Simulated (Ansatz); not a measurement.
One change: `O[Si@H](Cl)[Si@H](F)Cl` becomes `F[Si@@H](Cl)[Si@@H](F)Cl`.

Ansatz, PBE0-D4/def2-TZVP geometries, multiplicity 1. Each molecule was computed in one conformer, which needn't be the lowest.

```
                                          property  `O[Si@H](Cl)[Si@H](F)Cl`
           HOMO–LUMO gap (ωB97M-V/def2-TZVPP) / eV                     10.86
  size of the dipole moment (B3LYP/def2-TZVPP) / D                      0.18
             HOMO energy (ωB97M-V/def2-TZVPP) / eV                    -10.23
size of the dipole moment (ωB97M-V/def2-TZVPP) / D                      0.19
                 LUMO energy (PBE/def2-TZVPP) / eV                     -2.00
                 HOMO energy (PBE/def2-TZVPP) / eV                     -6.91
```

Question: Give the same properties after the change, and the shifts. (Best estimate.)

Answer: Ansatz gave: 
```tsv
property	`F[Si@@H](Cl)[Si@@H](F)Cl`	shift
HOMO–LUMO gap (ωB97M-V/def2-TZVPP) / eV	11.30	0.44
size of the dipole moment (B3LYP/def2-TZVPP) / D	0.41	0.23
HOMO energy (ωB97M-V/def2-TZVPP) / eV	-10.57	-0.34
size of the dipole moment (ωB97M-V/def2-TZVPP) / D	0.37	0.18
LUMO energy (PBE/def2-TZVPP) / eV	-1.98	0.02
HOMO energy (PBE/def2-TZVPP) / eV	-7.24	-0.33
```

Dipoles are sizes alone; their direction can turn.

B3LYP here is the variant with VWN-RPA as its local correlation; programs differ in this.
